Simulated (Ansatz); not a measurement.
```xyz
11

O    -1.439    0.799    0.746
Mo    0.042    0.008   -0.023
O     1.131    0.384    1.419
O    -0.575    0.264   -1.744
O     1.097   -1.410   -0.538
F     0.951    1.625   -0.574
Cl   -1.233   -1.897    0.737
H    -2.152    0.293    1.150
H     1.636    1.204    1.440
H    -0.340    1.066   -2.225
H     0.882   -2.336   -0.387
```

Total charge 0; spin multiplicity 1. Mo: def2 effective core potential.

(1) List the CAM-B3LYP/def2-TZVPP orbital energies in eV (Ansatz). (Estimate.)

Answers

(1) Ansatz gave: Occupied: -2763.85, -672.86, -523.90, -523.77, -523.75, -523.75, -258.63, -197.65, -197.57, -197.54, -77.34, -49.99, -49.98, -49.76, -33.24, -30.39, -30.22, -29.68, -29.63, -23.84, -18.06, -17.55, -16.07, -16.01, -14.81, -14.71, -14.48, -14.39, -13.16, -12.79, -12.35, -12.28, -11.70, -11.56, -11.04, -10.99, -10.26, -10.06. Lowest empty: -2.61, -2.34, -2.07, -0.17, 0.91, 1.08, 1.56, 1.63.
